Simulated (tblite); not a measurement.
Species: C6H9O (doublet state).
Geometry (GFN2-xTB, Å), atoms numbered from 1 in this order:
```
atom  x, y, z in Å
C1     1.895    0.198   -0.303
C2     0.385    0.271   -0.599
C3    -0.201   -1.088   -0.864
C4    -1.190   -1.386   -0.037
C5    -1.472   -0.282    0.935
C6    -0.432    0.724    0.571
O7    -0.628    2.049    0.889
H8     2.073   -0.449    0.552
H9     2.292    1.187   -0.079
H10    2.428   -0.202   -1.162
H11    0.253    0.931   -1.476
H12    0.186   -1.718   -1.647
H13   -1.755   -2.302   -0.029
H14   -2.488    0.118    0.825
H15   -1.388   -0.626    1.974
H16    0.034    2.582    0.438
```

All values are computed: GFN2-xTB (tblite) harmonic vibrations without scaling, gas phase. The method is semi-empirical: single wavenumbers can be off by several per cent or more. One conformer, not necessarily the lowest. Open shells enter through the occupations alone, without spin polarisation, and single modes of such species can be off by tens of per cent.

Harmonic wavenumbers (cm⁻¹): 79.2, 163.1, 190.3, 235.7, 268.4, 335.9, 398.4, 486.8, 575.7, 734.3, 755.3, 809.2, 877.4, 927.3, 928.0, 1006.5, 1015.8, 1055.1, 1066.3, 1079.9, 1100.8, 1121.7, 1219.3, 1237.4, 1262.4, 1277.3, 1327.1, 1370.5, 1399.3, 1445.1, 1494.9, 1498.8, 1692.0, 2781.9, 2854.9, 2904.5, 3021.3, 3032.1, 3044.7, 3106.0, 3122.1, 3551.5.

A = 3278, B = 3120, C = 1776 MHz; mass 97.065 u (most abundant isotopes); point group C1, symmetry number 1; spin multiplicity 2.

Problem. Zero-point energy?

Solution. Half the sum of the wavenumbers: 28927 cm⁻¹ = 346.05 kJ/mol.

Problem. Entropy at 350 K, 1 bar (ideal gas, RRHO, classical rotation)?

Solution. Translation 169.25, rotation 116.11, vibration 88.67, spin (R ln 2) 5.76: S = 379.8 J/(mol K).

Problem. And Cp and H(350 K) − H(0)?

Solution. Cp = 143.15 J/(mol K), of which vibrations give 109.90 (their classical limit is 42 R = 349.2); H(350 K) − H(0) = 29.36 kJ/mol without the zero-point energy, 17.72 from vibrations.

Problem. How do the functions run with temperature in this model?

Solution. 
```csv
T (K),S (J/(mol K)),Cp (J/(mol K)),H − H(0) (kJ/mol),G − H(0) (kJ/mol),ln q(vib)
50,230.2,42.2,1.80,-9.71,0.12
100,264.9,59.9,4.36,-22.14,0.62
298.15,358.4,124.4,22.42,-84.43,3.69
373.15,389.2,151.3,32.77,-112.47,4.98
500,439.3,191.6,54.61,-165.05,7.26
750,528.5,247.7,110.07,-286.30,11.85
1000,605.1,283.9,176.81,-428.24,16.29
```

q(vib) and H(0) count from the zero-point level.

Problem. Which modes carry the vibrational entropy at 350 K?

Solution. 79.2 cm⁻¹: 17.68; 163.1 cm⁻¹: 11.79; 190.3 cm⁻¹: 10.56; 235.7 cm⁻¹: 8.89; 268.4 cm⁻¹: 7.91; 335.9 cm⁻¹: 6.26 J/(mol K); the other 36 give 25.57 together.

Hindered rotation and anharmonicity are outside this model. Other conformers, if any are populated, would add a mixing term that is left out. The structure is chiral; the term R ln 2 for an equal mix with its mirror image is left out.
